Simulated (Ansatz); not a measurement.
A made-up structure of BSi2H3S, closed shell:

```xyz
7
angstrom
B -0.4127 1.4280 -1.0344
Si -1.3989 -0.0911 -0.3390
Si 0.9859 0.2456 0.3819
S 0.0201 -1.0906 -1.0233
H -2.5846 -0.6701 0.1856
H 0.7456 -0.1983 1.7775
H 2.4507 0.2819 0.1374
```

It is relaxed with PBE-D4/def2-SVP and then PBE0-D4/def2-TZVP (Ansatz 0.2.0). Atoms count as bonded within 1.22 times the sum of their covalent radii (H–H: 0.88 Å). The end point is not checked to be a true minimum.

(1) Does its bonding change? (Judge from chemistry; the calculation decides.)

Answers

(1) Computed: Yes. Formed: B1–S4; broken: Si2–S4.

Where it ends: The first stage lowers the energy by 3.54 eV in 30 steps. It ends as BSi₂H₃S ([SiH]1[B]2[S][SiH2]12):
```
atom    x (Å)    y (Å)    z (Å)
  B1  -0.8105  -1.1236  -0.0317
 Si2  -1.8004   0.4759   0.2798
 Si3   0.6625   0.3164   0.2930
  S4   0.7171  -1.9100  -0.0065
  H5  -1.6751   0.6810  -1.2280
  H6   1.3069   0.5330   1.6070
  H7   1.4057   0.9327  -0.8278
```

Labels in which every atom is bracketed show which atoms are joined, not bond orders.

For scale, one of the runs: PBE0-D4/def2-TZVP relaxation, 160 basis functions, launched by `ansatz run in.yaml --threads 2 --pin off --events-out ev --progress --plain --max-ram 4352MiB`. Hardware: 2 CPU threads of an AMD EPYC 7B13, shared host. Wall time about 37 s.
